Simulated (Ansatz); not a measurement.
System: SiHSF, charge 0, singlet. A triplet may lie lower; no result for it is given here. SiHSF (SMILES [Si](F)S).
B3LYP-D3(BJ)/def2-TZVP minimum from Ansatz (an electronic-structure program):
```xyz
4

Si     0.2652    -0.4146     0.7896
F      0.4450    -1.5902    -0.3106
S     -0.4477     1.1308    -0.5447
H     -0.5558     2.0233     0.4561
```

Hartree-Fock and CCSD correlation energies in hartree (Ansatz). Radicals and triplets start from unrestricted determinants; spin-orbit coupling is neglected. Correlated methods leave the cores frozen. No relativity. The restricted determinant of HFSSi (F[Si]S, singlet) is unstable towards broken spin symmetry in at least one set run.

```
basis        X       E(HF)  E(corr, CCSD)
-----------  -  ----------  -------------
cc-pV(T+d)Z  3  -786.62004       -0.55403
cc-pV(Q+d)Z  4  -786.63657       -0.59623
cc-pV(5+d)Z  5  -786.64009       withheld
```

Fit E(corr) = E∞ + A/X³ to X = 3 and 4, predict X = 5, and compare with the run.

A = (-0.55403 - (-0.59623))/(1/27 - 1/64) = 1.9709; E∞ = -0.59623 - A/64 = -0.62702; at X = 5, E∞ + A/125 = -0.61126. The run gave -0.61145, 0.19 mEh below the prediction. The same form on X = 4 and 5 gives E∞ = -0.62742, 0.39 mEh below the first estimate.
